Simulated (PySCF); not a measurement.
`Cl[C@H]1C[C@@H]2O[C@H]1C[SiH2]2`, C5H9ClOSi

Geometry (Å), atoms numbered from 1 in this order:
```xyz
17

Cl   -2.195   -1.289   -0.459
C    -1.014   -0.112   -1.066
C    -1.013    1.192   -0.254
C     0.441    1.249    0.228
O     1.159    0.628   -0.845
C     0.457   -0.587   -0.970
C     0.737   -1.414    0.292
Si    0.721   -0.046    1.620
H    -1.283    0.064   -2.109
H    -1.727    1.171    0.566
H    -1.249    2.039   -0.901
H     0.825    2.259    0.350
H     0.787   -1.088   -1.882
H     1.720   -1.872    0.191
H     0.013   -2.213    0.421
H    -0.404   -0.113    2.550
H     2.020    0.145    2.257
```

Theory: TDDFT CAM-B3LYP/def2-SVPD circular dichroism and optical rotation, one conformer, gas phase in PySCF. Geometry: GFN2-xTB.

Singlets 7 and 8 lie within 0.01 eV of each other, so their separate moments and overlaps can depend on how they mix.

Stereocentres: C2 S, C4 R, C6 S.

Question: Give the optical rotatory dispersion at 633, 589.3, 546, 436, 405, 365, 355 nm.

Answer: [α] in deg dm⁻¹ (g/mL)⁻¹:
| λ (nm) | origin-invariant length gauge | modified velocity gauge | length gauge (centre of mass) | isotropic polarisability (au) |
| --- | --- | --- | --- | --- |
| 633 | -51.2 | -50.7 | -51.6 | 95.4 |
| 589.3 | -60.4 | -59.9 | -60.9 | 95.7 |
| 546 | -72.4 | -71.8 | -72.9 | 96.1 |
| 436 | -127.7 | -126.8 | -128.7 | 97.8 |
| 405 | -156.2 | -155.3 | -157.5 | 98.6 |
| 365 | -211.7 | -210.7 | -213.4 | 99.9 |
| 355 | -230.6 | -229.6 | -232.4 | 100.3 |

Question: And for the mirror image at 589.3 nm?

Answer: +60.4 deg dm⁻¹ (g/mL)⁻¹ (origin-invariant length gauge): the same size and the opposite sign.

Question: What is the molar rotation [Φ] = [α]·M/100 of the geometry above at 589.3 nm?

Answer: With M = 148.66 g/mol, -89.8 deg cm² dmol⁻¹ (origin-invariant length gauge).

The first excitation lies at 6.83 eV (182 nm) with R = -9.3 × 10⁻⁴⁰ esu² cm² (velocity form).
